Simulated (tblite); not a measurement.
C3H14OSi3.
Numbering: `[CH3:1][CH2:2][C@H:3]([SiH3:4])[SiH2:5][O:6][SiH3:7]` (hydrogens: H8, H9, H10 on C1; H11, H12 on C2; H13 on C3; H14, H15, H16 on Si4; H17, H18 on Si5; H19, H20, H21 on Si7)

Geometry (GFN2-xTB, Å), atoms numbered from 1 in this order:
```
atom  x, y, z in Å
C1    -2.5324    0.9753   -0.5400
C2    -1.6770   -0.1063   -1.1832
C3    -0.3965   -0.4182   -0.4013
Si4   -0.7311   -1.1784    1.3151
Si5    0.7884    1.0664   -0.3216
O6     2.2399    0.5581    0.1912
Si7    3.5318   -0.3616    0.4955
H8    -3.4295    1.1510   -1.1310
H9    -1.9784    1.9083   -0.4705
H10   -2.8350    0.6767    0.4608
H11   -2.2751   -1.0178   -1.2788
H12   -1.4118    0.2133   -2.1955
H13    0.1335   -1.1953   -0.9677
H14   -1.7875   -2.1915    1.1788
H15   -1.1740   -0.1722    2.2852
H16    0.4783   -1.8277    1.8237
H17    0.4090    2.0855    0.6573
H18    1.0035    1.6452   -1.6515
H19    4.0907    0.1684    1.7361
H20    4.4408   -0.2083   -0.6394
H21    3.1037   -1.7542    0.6364
```

Level: GFN2-xTB in tblite, geometry and Hessian alike; calculated harmonic values, unscaled, isolated species. This tight-binding method is rough: wavenumbers can miss measured ones by several per cent, in bad cases by 10 to 20. Modes of hydrogen on silicon can be 10 to 20 % off. One conformer, not necessarily the lowest. The optimisation stopped once no atom felt more than 0.01 eV/Å.

Lowest wavenumbers of the output (negative numbers stand for imaginary wavenumbers):
```
mode    cm-1
  1     -44.4
  2      19.9
  3      49.6
  4      57.9
  5      80.5
  6     120.6
  7     137.9
  8     204.5
  9     221.4
 10     225.5
 11     285.5
 12     433.9
 13     477.2
 14     508.3
 15     550.1
```

**Question.** Is this structure a minimum?

**Answer.** Not by this Hessian. 1 mode is imaginary beyond 20i (44i cm⁻¹), so at this level the point lies at or near a first-order saddle. The curvature is small, so loose convergence or finite differences may be the whole cause.

**Question.** Which atoms move in the imaginary mode?

**Answer.** 44i: H19 (Si–H hydrogen) 34 %, H20 (Si–H hydrogen) 28 %, H21 (Si–H hydrogen) 21 %. These are shares of the mass-weighted motion.

**Question.** What is the remedy?

**Answer.** Step along that mode in both directions, optimise again with tighter thresholds and repeat the frequencies. The zero-point energy of this point (95.1 kcal/mol) counts the 56 real modes alone, and thermal corrections from it aren't those of a minimum.
